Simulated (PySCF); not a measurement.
NaBi, CCSD(T): how much the basis matters

PySCF, ROHF reference; triplet, unpaired electrons π ↑↑; De to Na + Bi without counterpoise correction. Frozen cores follow the default of each basis and core potential.

```tsv
basis	relativity	functions	Re (Å)	ωe (cm⁻¹)	De (eV)	frozen orbitals
def2-SVP	scalar-relativistic core potentials	41	3.063	174	0.79	5
def2-SVPD	scalar-relativistic core potentials	50	3.061	177	0.87	5
aug-cc-pVDZ/aug-cc-pVDZ-PP	scalar-relativistic core potentials	59	3.068	176	0.89	5
```

(1) How does each smaller set differ from the one with most functions, aug-cc-pVDZ/aug-cc-pVDZ-PP?

Correlated steps freeze 5 core orbitals. Correlated levels converge slowly with the basis: in double zeta they bind strong bonds too weakly, by up to about 1 eV, and carry superposition errors of some tenths. These are scalar-relativistic numbers at best; spin–orbit coupling would shift them, the dissociation energy most. The state is the lowest determinant that a PBE0 search found; another state may lie lower at other levels.

Answers

(1) def2-SVP: -0.5 pm, -1.1 % in ωe, -0.10 eV in De; def2-SVPD: -0.7 pm, +0.6 % in ωe, -0.02 eV in De. All at CCSD(T); the set with most functions is neither the basis-set limit nor always the best.
